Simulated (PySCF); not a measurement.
CHO, SMILES [C][OH+] (connectivity only; charge and spin as stated), charge +1, multiplicity 1.

Coordinates come from a PBE0-D3(BJ)/def2-TZVPD optimisation.

Two levels are set side by side: PBE/def2-TZVPD (PySCF) and PBE0/def2-TZVPD (PySCF). Same geometry, gas phase. Differences are taken from unrounded values.

```csv
quantity,PBE0
orbital gap (eV),9.54
highest occupied level (eV),-19.29
lowest empty level (eV),-9.75
mean polarisability (bohr³),11.2
```

What does PBE give, and how far is it from PBE0? (Estimate from the structure and the level; the computed values follow.)


```json
[
 {"quantity": "orbital gap (eV)", "PBE": "6.40", "PBE minus PBE0": "-3.14"},
 {"quantity": "highest occupied level (eV)", "PBE": "-17.54", "PBE minus PBE0": "1.75"},
 {"quantity": "lowest empty level (eV)", "PBE": "-11.15", "PBE minus PBE0": "-1.40"},
 {"quantity": "mean polarisability (bohr³)", "PBE": "11.5", "PBE minus PBE0": "0.3"}
]
```

PBE's occupied levels lie high since its potential decays too fast outside the molecule; exact exchange lowers them and widens the gap. PBE's more diffuse valence density responds more strongly to a field. Differences between two approximate levels are no errors against the true value.

Rough cost on one machine, each run with all the roots and properties that it gave: PBE0 against PBE within a factor of 2.
